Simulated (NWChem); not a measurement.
System: C$_{5}$H$_{5}$F; SMILES C(=C=CF)C=C

Input file for NWChem:

```
start job
memory heap 200 mb stack 900 mb global 1100 mb
geometry units angstroms
  C     -0.221689     3.007366     0.109263
  C     -0.375234     1.719288    -0.225939
  C      0.495209     0.655265     0.261236
  C      0.372456    -0.620604    -0.047765
  C      0.282868    -1.878970    -0.391773
  F     -0.441082    -2.779964     0.279682
  H      0.581478     3.329498     0.779423
  H     -0.892714     3.779756    -0.273248
  H     -1.186561     1.418788    -0.897082
  H      1.309100     0.955339     0.937174
  H      0.794705    -2.308743    -1.260036
end
basis spherical
  * library 3-21g
end
dft
  xc b3lyp
  iterations 150
end
driver
  maxiter 120
end
task dft optimize
task dft freq
```

Excerpt of the output:

```
             Northwest Computational Chemistry Package (NWChem) 7.3.0
             --------------------------------------------------------

 C1  symmetry detected

                             Geometry "geometry" -> ""
                             -------------------------

 Output coordinates in angstroms (scale by  1.889725989 to convert to a.u.)

  No.       Tag          Charge          X              Y              Z
 ---- ---------------- ---------- -------------- -------------- --------------
    1 C                    6.0000    -0.20123781     3.02083862     0.11940063
    2 C                    6.0000    -0.37832092     1.73343722    -0.20666775
    3 C                    6.0000     0.51243423     0.66559919     0.23314206
    4 C                    6.0000     0.36756525    -0.60972826    -0.06842796
    5 C                    6.0000     0.25400139    -1.86770096    -0.40674799
    6 F                    9.0000    -0.43663938    -2.76545801     0.30303594
    7 H                    1.0000     0.63832432     3.33944726     0.74516786
    8 H                    1.0000    -0.88850734     3.79616979    -0.22657292
    9 H                    1.0000    -1.22598872     1.43649638    -0.83298246
   10 H                    1.0000     1.36291906     0.96210291     0.86410659
   11 H                    1.0000     0.71635430    -2.29976911    -1.30123639

 Effective nuclear repulsion energy (a.u.)     189.8981212027

                                Z-matrix (autoz)
                                --------

 Units are Angstrom for bonds and degrees for angles

[...]

      ----------------------
      Optimization converged
      ----------------------

  Step       Energy      Delta E   Gmax     Grms     Xrms     Xmax
  ---- ---------------- -------- -------- -------- -------- --------
@    8    -291.68386644 -1.3D-07  0.00001  0.00000  0.00038  0.00125
                                     ok       ok       ok       ok

                                Z-matrix (autoz)
                                --------

 Units are Angstrom for bonds and degrees for angles

[...]

 Rotational Constants
 --------------------
 A=   0.639226 cm-1  (  0.919683 K)
 B=   0.043717 cm-1  (  0.062898 K)
 C=   0.042801 cm-1  (  0.061580 K)

 Temperature                      =   298.15K
 frequency scaling parameter      =   1.0000

 Zero-Point correction to Energy  =   52.240 kcal/mol  (  0.083250 au)
 Thermal correction to Energy     =   56.197 kcal/mol  (  0.089555 au)
 Thermal correction to Enthalpy   =   56.789 kcal/mol  (  0.090499 au)

 Total Entropy                    =   78.892 cal/mol-K
   - Translational                =   39.182 cal/mol-K (mol. weight =  84.0375)
   - Rotational                   =   26.691 cal/mol-K (symmetry #  =        1)
   - Vibrational                  =   13.019 cal/mol-K

 Cv (constant volume heat capacity) =   21.159 cal/mol-K
   - Translational                  =    2.979 cal/mol-K
   - Rotational                     =    2.979 cal/mol-K
   - Vibrational                    =   15.201 cal/mol-K

[normal modes left out]

 ----------------------------------------------------------------------------
 Normal Eigenvalue ||           Projected Infra Red Intensities
  Mode   [cm**-1]  || [atomic units] [(debye/angs)**2] [(KM/mol)] [arbitrary]
 ------ ---------- || -------------- ----------------- ---------- -----------
    1       -0.000 ||    0.000000           0.000         0.000       0.000
    2       -0.000 ||    0.000183           0.004         0.179       0.122
    3       -0.000 ||    0.000439           0.010         0.428       0.293
    4        0.000 ||    0.000964           0.022         0.939       0.643
    5        0.000 ||    0.000073           0.002         0.071       0.049
    6        0.000 ||    0.000690           0.016         0.672       0.460
    7       94.686 ||    0.000623           0.014         0.607       0.416
    8      127.408 ||    0.000525           0.012         0.511       0.350
    9      212.784 ||    0.000934           0.022         0.911       0.624
   10      315.244 ||    0.002503           0.058         2.440       1.671
   11      391.873 ||    0.006406           0.148         6.245       4.277
   12      517.765 ||    0.012122           0.280        11.817       8.092
   13      654.389 ||    0.022012           0.508        21.458      14.695
   14      675.426 ||    0.010387           0.240        10.126       6.934
   15      871.264 ||    0.006434           0.148         6.272       4.295
   16      926.728 ||    0.006786           0.157         6.615       4.530
   17      944.990 ||    0.007805           0.180         7.608       5.210
   18      974.873 ||    0.065677           1.515        64.025      43.846
   19     1035.351 ||    0.080588           1.859        78.561      53.801
   20     1048.237 ||    0.033562           0.774        32.718      22.406
   21     1184.379 ||    0.008898           0.205         8.674       5.940
   22     1231.296 ||    0.046429           1.071        45.262      30.996
   23     1358.641 ||    0.007386           0.170         7.201       4.931
   24     1367.054 ||    0.004495           0.104         4.382       3.001
   25     1444.834 ||    0.060412           1.394        58.893      40.331
   26     1519.860 ||    0.001493           0.034         1.456       0.997
   27     1687.890 ||    0.002405           0.055         2.344       1.606
   28     2079.772 ||    0.063555           1.466        61.957      42.429
   29     3114.996 ||    0.005347           0.123         5.213       3.570
   30     3159.054 ||    0.005286           0.122         5.153       3.529
   31     3183.583 ||    0.005337           0.123         5.202       3.563
   32     3191.857 ||    0.013444           0.310        13.106       8.975
   33     3245.699 ||    0.011110           0.256        10.831       7.417
 ----------------------------------------------------------------------------
```

Level: B3LYP/3-21G.
